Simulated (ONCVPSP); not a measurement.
**Ranking ONCV potentials for Ni (Z = 28)**

All share these settings but for the change named:

Ni (Z = 28), optimised norm-conserving Vanderbilt (ONCV), made with ONCVPSP 4.0.1 (PBE, scalar-relativistic). Core [Ne], reference 3s2 3p6 3d8 4s0.5 (charge +1.5). Waves: 3s+4s: rc 1.45 bohr, ncon 5, nbas 9, qcut 6.7 1/bohr, 2 projectors; 3p: rc 0.95 bohr, ncon 4, nbas 9, qcut 17.8 1/bohr, 3 projectors, debl 1.9 Ha; 3d: rc 1.20 bohr, ncon 5, nbas 9, qcut 13.7 1/bohr, 2 projectors, debl 1.4 Ha. Local part: polynomial inside 0.95 bohr (lpopt 5, dvloc0 0 Ha). Core correction: polynomial model core, fcfact 0.3.

In the p channel the program set the typed energies aside and used -3.147, 0.250, 2.150 Ha.

Cutoff: the first of the cutoffs (Ha) at which the residual kinetic energy of the hardest occupied pseudo-wave falls to 1 and 0.1 mHa per electron; the density cutoff is not measured.

The base gives 76 Ha.

Of 6 variants that were run, those that failed, showed a ghost or another fault, or gave nearly equal values are left out.

A variant can come out equal or close to the base.

**Question.** Rank these variants from softest to hardest (loose cutoff).
A. s: qcut 5.8; p: qcut 15.4; d: qcut 11.8
B. s: qcut 4.5; p: qcut 11.8; d: qcut 9.1
C. s: qcut 6.8; p: qcut 18.1; d: qcut 14

**Answer.** A (65 Ha), C (77 Ha), B (192 Ha).
